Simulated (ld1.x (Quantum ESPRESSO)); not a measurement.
Values are calculated unless marked as measured or tabulated.
# Pseudopotentials across the periodic table

Generated with ld1.x 7.5 (TM, RRKJ, ultrasoft, PAW), atompaw 4.2 or ONCVPSP 4.0.1. The cutoff is in Ry: for ld1.x and atompaw files where the sum of valence levels is converged to 10 mRy in a Bessel basis, for ONCV files where the hardest occupied wave has 1 mHa per electron of residual kinetic energy. The error is the largest all-electron minus pseudo excitation energy over each file’s own four to seven test configurations (ionisations up to +4, promotions, holes and added fractions of an electron), all of which were solved. The labels leave out finer settings (local radius, basis sizes, second energies), which also bear on the numbers. Spin-polarised tests are not counted. The rows are a selection from randomly drawn settings: files with unsolved tests, undetermined cutoffs or missed reference levels are left out.

A true bound ghost makes a file unfit for plane-wave use even where its test errors are small: the radial tests pick states by their node count and pass the ghost by.

| element | potential | cutoff (Ry) | largest error (meV) | bound ghosts |
| --- | --- | --- | --- | --- |
| F | TM, PBEsol, non-relativistic, rc 0.70/0.95/1.00 (spd), local p, core correction no, reference 2s2 2p3 | 180 | +261 | none |
| Zr | TM semilocal, PBE, scalar-relativistic, rc 2.90/4.20/1.90 (spd), local p, core correction yes, reference 4d2 5s2 5p0 | 30 | -227 | none |

Fill in the row for Fe: RRKJ, PBEsol, scalar-relativistic, rc 2.10/2.75/1.65 (spd), local p, core correction yes, reference 3d6 4s1.75 4p0.25.

cutoff 70 Ry, largest error -441 meV, bound ghosts: s.

Fill in the row for Mn: RRKJ, LDA (PZ), scalar-relativistic, rc 2.25/3.65/1.20 (spd), local smoothed, core correction no, reference 3d5 4s2 4p0.

cutoff 110 Ry, largest error -510 meV, bound ghosts: none.

Fill in the row for Nb: TM semilocal, LDA (PZ), scalar-relativistic, rc 3.05/3.90/1.45/3.20 (spdf), local s, core correction yes, reference 4d4 5s0.75 5p0.25.

cutoff 40 Ry, largest error -1472 meV, bound ghosts: none.
